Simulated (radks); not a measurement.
In I, configuration [Kr] 4d10 5s1 5p2 (not the ground configuration).

Calculated with a radial shooting solver on a logarithmic mesh with Libxc functionals: scalar-relativistic Kohn-Sham, BLYP, spin-polarised, spherical densities, point nucleus; open shells are filled with parallel spins first (spin-orbit coupling, left out, can overturn this in heavy ions).

Energy parts (eV):
| part | energy |
|---|---|
| total | -160059.312 |
| kinetic | 166840.420 |
| electron-nucleus | -386938.214 |
| Hartree | 64394.793 |
| exchange-correlation | -4356.312 |

Orbitals (lengths in bohr, moments of r in powers of bohr; r(max) is where P^2 peaks; r(90%) holds 90 % of the orbital's charge):
orbital  occ.  eigenvalue (eV)  r(90%)      <r>   r(max)
1s up       1        -27760.08  0.0534  0.02971  0.01922
1s down     1        -27760.02  0.0534  0.02971  0.01922
2s up       1        -4157.481   0.199   0.1285   0.1086
2s down     1        -4157.461   0.199   0.1285   0.1086
2p up       3        -3731.999   0.183   0.1122  0.08691
2p down     3        -3731.966   0.183   0.1122  0.08691
3s up       1        -789.6005   0.513   0.3487   0.3155
3s down     1        -789.5505   0.513   0.3487   0.3155
3p up       3        -650.3012   0.522   0.3472   0.3088
3p down     3        -650.2478   0.522   0.3472   0.3088
3d up       5        -433.9409   0.512   0.3244   0.2581
3d down     5        -433.8937   0.512   0.3244   0.2581
4s up       1        -120.7937    1.23   0.8477   0.7693
4s down     1        -120.6895    1.23   0.8474   0.7695
4p up       3         -79.2636    1.36   0.9218   0.8154
4p down     3         -79.1423    1.36   0.9208   0.8156
4d up       5         -19.8286    1.87    1.186   0.9309
4d down     5         -19.5085    1.84    1.173   0.9297
5s up       1          -9.5595    3.80    2.551    2.141
5s down     0          -8.1109    3.81    2.545    2.115
5p up       2          -3.4988    5.29    3.440    2.742

The highest occupied level is 5p up at -3.499 eV. The configuration is held as typed, so some empty levels lie below it. Summed over all electrons, <r^2> = 61.76 bohr^2, which gives a Langevin (diamagnetic) susceptibility term of -48.9 x 10^-6 cm^3/mol.
